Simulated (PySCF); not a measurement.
Species: C₃H₄FN₃.
InChI=1S/C3H4FN3/c1-7-5-2-3(4)6-7/h2H,1H3

The closed-shell ground state was solved at several levels (PySCF, density fitting, gas phase, non-relativistic). Isolated species at its GFN2-xTB geometry, gas phase.

| level | basis functions | HOMO (eV) | LUMO (eV) | gap (eV) | dipole (D) |
| --- | --- | --- | --- | --- | --- |
| PBE0/pcSseg-1 | 139 | -7.63 | -0.28 | 7.35 | 1.97 |
| B3LYP/pcJ-1 | 229 | -7.40 | -0.52 | 6.88 | 1.95 |

Q: Estimate the row for PBE0/def2-SVPD, a basis of 175 functions; the other rows only guide the guess.

A: HOMO -7.70 eV, LUMO -0.41 eV, gap 7.29 eV, dipole 1.97 D.

Q: Over all these levels, which gives the widest orbital gap and which the narrowest?

A: PBE0/pcSseg-1 (global hybrid, 25 % exact exchange) has the widest, 7.35 eV, and B3LYP/pcJ-1 (global hybrid, 20 % exact exchange) the narrowest, 6.88 eV. Functional and basis both differ between the two, so the spread mixes both effects.

Q: How far do the dipole and the HOMO energy spread over the levels?

A: The dipole runs from 1.95 to 1.97 D (mean 1.96 D) and the HOMO from -7.70 to -7.40 eV.
